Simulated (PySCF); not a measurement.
AsGa, triplet, geometry from GFN2-xTB (such geometries of metal compounds can be far from the true shape); B3LYP/cc-pVDZ run with PySCF.

Input for PySCF:
```python
from pyscf import gto, scf, dft

mol = gto.M(
    atom='''
Ga   -0.000000   -0.000000   -1.214545
As    0.000000    0.000000    1.140936
''',
    basis='cc-pvdz',
    charge=0,
    spin=2,
    verbose=4,
)

mf = dft.UKS(mol)
mf.xc = 'b3lyp'
mf.kernel()
mo_i, mo_e, stable_i, stable_e = mf.stability(internal=True, external=False, return_status=True, nroots=6, tol=1e-6)
print('internally stable:', stable_i, ' externally stable:', stable_e)
if not stable_i:
    umf = mf.copy()
    umf.scf_summary = {}
    umf.kernel(umf.make_rdm1(mo_i, mf.mo_occ))
mf.analyze()
```

The log (banner, timings and long lists left out):

```
PySCF version 2.14.0

[INPUT] verbose = 4
[INPUT] num. atoms = 2
[INPUT] num. electrons = 64
[INPUT] charge = 0
[INPUT] spin (= nelec alpha-beta = 2S) = 2
[INPUT] symmetry False subgroup None
[INPUT] Mole.unit = angstrom
[INPUT] Symbol           X                Y                Z      unit          X                Y                Z       unit  Magmom
[...]
nuclear repulsion = 229.82494308855
number of shells = 12
number of NR pGTOs = 154
number of NR cGTOs = 54
basis = cc-pvdz
ecp = {}

******** <class 'pyscf.dft.uks.UKS'> ********
method = UKS
initial guess = minao
damping factor = 0
level_shift factor = 0
DIIS = <class 'pyscf.scf.diis.CDIIS'>
diis_start_cycle = 1
diis_space = 8
diis_damp = 0
SCF conv_tol = 1e-09
SCF conv_tol_grad = None
SCF max_cycles = 50
direct_scf = True
direct_scf_tol = 1e-13
number electrons alpha = 33  beta = 31
XC library pyscf.dft.libxc version 7.1.2
    S. Lehtola, C. Steigemann, M. J. T. Oliveira, and M. A. L. Marques,  SoftwareX 7, 1–5 (2018)
XC functionals = b3lyp
    P. J. Stephens, F. J. Devlin, C. F. Chabalowski, and M. J. Frisch,  J. Phys. Chem. 98, 11623 (1994)
radial grids:
    Treutler-Ahlrichs [JCP 102, 346 (1995); DOI:10.1063/1.469408] (M4) radial grids

becke partition: Becke, JCP 88, 2547 (1988); DOI:10.1063/1.454033
pruning grids: <function nwchem_prune>
grids dens level: 3
symmetrized grids: False
atomic radii adjust function: <function treutler_atomic_radii_adjust>
small_rho_cutoff = 0
Set gradient conv threshold to 3.16228e-05
tot grids = 41328
init E= -4159.55411377544

cycle= 1 E= -4160.66890651781  delta_E= -1.11  |g|= 0.214  |ddm|= 0.947
cycle= 2 E= -4160.2963783261  delta_E= 0.373  |g|= 0.621  |ddm|= 1.04
cycle= 3 E= -4160.71969872047  delta_E= -0.423  |g|= 0.0243  |ddm|= 0.763
cycle= 4 E= -4160.71992885174  delta_E= -0.00023  |g|= 0.0141  |ddm|= 0.042
cycle= 5 E= -4160.72015555943  delta_E= -0.000227  |g|= 0.00189  |ddm|= 0.0199
cycle= 6 E= -4160.7201711215  delta_E= -1.56e-05  |g|= 0.000714  |ddm|= 0.00846
cycle= 7 E= -4160.72017414252  delta_E= -3.02e-06  |g|= 0.000379  |ddm|= 0.00356
cycle= 8 E= -4160.72017511471  delta_E= -9.72e-07  |g|= 0.000159  |ddm|= 0.00248
cycle= 9 E= -4160.72017524601  delta_E= -1.31e-07  |g|= 4.95e-05  |ddm|= 0.00102
cycle= 10 E= -4160.72017525489  delta_E= -8.88e-09  |g|= 9.25e-06  |ddm|= 0.00026
cycle= 11 E= -4160.7201752552  delta_E= -3.05e-10  |g|= 2.51e-06  |ddm|= 4.21e-05
Extra cycle  E= -4160.72017525521  delta_E= -8.19e-12  |g|= 1.57e-06  |ddm|= 7.16e-06
[...]
converged SCF energy = -4160.72017525521  <S^2> = 2.0083857  2S+1 = 3.0055853
<class 'pyscf.dft.uks.UKS'> wavefunction has an internal instability
internally stable: False  externally stable: None
converged SCF energy = -4160.72017545752  <S^2> = 2.0086922  2S+1 = 3.0057892
Total Energy =                       -4160.720175255207323
[...]
 ** Mulliken Spin Density (per AO)  **
spin_pop of  0 Ga 1s        0.00000
spin_pop of  0 Ga 2s        0.00001
spin_pop of  0 Ga 3s        0.00040
spin_pop of  0 Ga 4s        0.10834
spin_pop of  0 Ga 5s        0.00430
spin_pop of  0 Ga 2px       0.00000
spin_pop of  0 Ga 2py      -0.00000
spin_pop of  0 Ga 2pz       0.00000
spin_pop of  0 Ga 3px       0.00001
spin_pop of  0 Ga 3py      -0.00000
spin_pop of  0 Ga 3pz       0.00002
spin_pop of  0 Ga 4px       0.15324
spin_pop of  0 Ga 4py      -0.05082
spin_pop of  0 Ga 4pz       0.33714
spin_pop of  0 Ga 5px       0.00025
spin_pop of  0 Ga 5py       0.00008
spin_pop of  0 Ga 5pz       0.00402
spin_pop of  0 Ga 3dxy     -0.00003
spin_pop of  0 Ga 3dyz     -0.00011
spin_pop of  0 Ga 3dz^2     0.00020
spin_pop of  0 Ga 3dxz     -0.00003
spin_pop of  0 Ga 3dx2-y2   -0.00003
spin_pop of  0 Ga 4dxy      0.00003
spin_pop of  0 Ga 4dyz     -0.00045
spin_pop of  0 Ga 4dz^2     0.00139
spin_pop of  0 Ga 4dxz      0.00183
spin_pop of  0 Ga 4dx2-y2    0.00010
spin_pop of  1 As 1s       -0.00000
spin_pop of  1 As 2s       -0.00000
spin_pop of  1 As 3s        0.00001
spin_pop of  1 As 4s        0.00837
spin_pop of  1 As 5s        0.00104
spin_pop of  1 As 2px       0.00000
spin_pop of  1 As 2py       0.00000
spin_pop of  1 As 2pz       0.00000
spin_pop of  1 As 3px       0.00005
spin_pop of  1 As 3py       0.00000
spin_pop of  1 As 3pz       0.00004
spin_pop of  1 As 4px       0.84228
spin_pop of  1 As 4py       0.05161
spin_pop of  1 As 4pz       0.53108
spin_pop of  1 As 5px       0.00060
spin_pop of  1 As 5py       0.00018
spin_pop of  1 As 5pz       0.00162
spin_pop of  1 As 3dxy     -0.00005
spin_pop of  1 As 3dyz     -0.00004
spin_pop of  1 As 3dz^2    -0.00007
spin_pop of  1 As 3dxz     -0.00008
spin_pop of  1 As 3dx2-y2   -0.00005
spin_pop of  1 As 4dxy      0.00005
spin_pop of  1 As 4dyz     -0.00009
spin_pop of  1 As 4dz^2     0.00166
spin_pop of  1 As 4dxz      0.00148
spin_pop of  1 As 4dx2-y2    0.00043
 ** Mulliken Spin Density (per atom)  **
spin density of  0 Ga =      0.55987
spin density of  1 As =      1.44013
 ** Mulliken pop alpha/beta on meta-lowdin orthogonal AOs **
 ** Mulliken pop       alpha | beta **
In total            33.00000 | 31.00000
 ** Mulliken atomic charges   ( Nelec_alpha | Nelec_beta ) **
charge of  0Ga =      0.14146  (    15.70921     15.14933 )
charge of  1As =     -0.14146  (    17.29079     15.85067 )
Dipole moment(X, Y, Z, Debye): -0.00000,  0.00000, -1.75515
```
